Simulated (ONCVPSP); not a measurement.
**Before and after: ONCV potential for aluminium (Al)**

```
Element                 : Al
Generator               : ONCVPSP 4.0.1
Type                    : optimised norm-conserving Vanderbilt (ONCV)
Functional              : LDA (Perdew-Wang 92)
Relativity              : scalar-relativistic
Frozen core             : [Ne]
Valence charge          : 3
Reference configuration : 3s1 3p2
Partial waves           : 3s: rc 1.55 bohr, ncon 4, nbas 7, qcut 4.9 1/bohr, local; 3p: rc 2.45 bohr, ncon 4, nbas 7, qcut 3 1/bohr, 3 projectors, debl 1.2 Ha
Local potential         : the s channel
Core correction         : Teter function, fcfact 5.25, rcfact 1.15
```

All-electron outer shells of the reference configuration (LDA (PZ), scalar-relativistic, ld1.x):

| shell | level (eV) | outermost node (bohr) | outermost maximum (bohr) |
| --- | --- | --- | --- |
| 2s | -109.28 | 0.17 | 0.50 |
| 2p | -71.48 | – | 0.43 |
| 3s | -8.67 | 0.80 | 2.03 |
| 3p | -3.41 | 0.81 | 2.55 |

Change: all radii but the core radius scaled by about 1.07 (s 1.66, p 2.62 bohr).

Cutoffs: the cutoffs (Ha) at which the residual kinetic energy of the hardest occupied pseudo-wave falls to 1 and 0.1 mHa per electron; they do not see the model core or the augmentation charge, which bear on the density cutoff. Errors are all-electron minus pseudo energies relative to the spin-unpolarised reference configuration.

How do hardness, ghosts and transferability respond?

The potential gets softer (10 Ha and 45 Ha → 5.8 Ha and 15 Ha); of the 4 tests that both files solve, the error grows in 3 and shrinks in 0 by more than 15 % and 0.3 meV (median size 2.3 → 3.6 meV); neither file shows a bound ghost. A larger radius leaves more room for a smooth pseudo-wave, so fewer plane waves are needed. More of the atom is replaced by a form fitted at one configuration, so other configurations suffer.

```tsv
quantity	base	changed
cutoff, loose	10 Ha	5.8 Ha
cutoff, tight	45 Ha	15 Ha
loose cutoff by channel	s 10 Ha, p 2.2 Ha	s 5.8 Ha, p 2.2 Ha
bound ghosts	none	none
GHOST(+) flags under 300 eV	none	none
error for 3s2 3p1, meV [ΔE -5.15 eV]	+2.4	+3.6
error for 3s2 3p0, meV [ΔE 0.69 eV]	-0.1	+0.8
error for 3s1 3p0, meV [ΔE 20.06 eV]	+28	+25
error for 3s0 3p3, meV [ΔE 5.35 eV]	+2.2	+3.6
rms error of d²Exc/dni dnj with the model core, mHa	2.06	2.13
```
